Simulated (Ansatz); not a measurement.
Species: CeO₂, net charge 0, singlet state. SMILES: [O]=[Ce]=[O]
Coordinates optimised at B3LYP-D3(BJ)/def2-TZVP (Ansatz, a program for electronic structure):
```
Ce
O 1 1.8204
O 1 1.8204 2 139.54
```

Parts of the frozen-core correlation energy in def2-SVP (Ansatz, hartree). Frozen orbitals: 15; correlated occupied orbitals by spin: 8 and 8; virtual: 83 and 83. No spin-orbit coupling. In def2 rows, elements after Kr have scalar-relativistic effective core potentials.

```
term                            value
-------------------------  ----------
reference (HF)             -623.21876
MP2 opposite-spin                 [?]
MP2 same-spin                     [?]
CCSD correlation                  [?]
(T)                          -0.02947
T1 diagnostic                   0.034
largest doubles amplitude       0.059
```

### Question
What belongs in the gaps?

### Answer

- MP2 opposite-spin, value: -0.36790
- MP2 same-spin, value: -0.15586
- CCSD correlation, value: -0.49335
